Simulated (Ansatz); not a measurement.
System (SMILES): C(=O)=[N], doublet.
Atoms: N1, C2, O3. Bonds: N1-C2, C2-O3.

Basis-set convergence of the optimised N1-C2 bond length at HF with Ansatz (a first-principles code). All functions are spherical. The program fits the integrals of some runs and decomposes those of others, by size. Open shells are unrestricted. No added dispersion term, no relativity. Reference: the value in def2-QZVPPD, 1.2091 Å, itself unsure by roughly 0.0002 Å (its mean distance from pcseg-3, def2-QZVPP, cc-pVQZ). Deviations are taken from unrounded values.

```tsv
basis	functions	optimised N1-C2 bond length (Å)	minus reference (Å)
cc-pVDZ	42	1.2144	0.0053
aug-cc-pVDZ	69	1.2176	0.0085
cc-pVTZ	90	1.2094	0.0003
jun-cc-pV(T+d)Z	117	1.2100	0.0009
aug-cc-pVTZ	138	1.2100	0.0009
cc-pVQZ	165	1.2090	-0.0001
```

The smallest set listed that lies within 0.003 Å of the reference with all its larger relatives (same family, alike in diffuse functions; a set with none counts only in the reference's own line) is cc-pVTZ (90 functions, 0.0003 Å off).
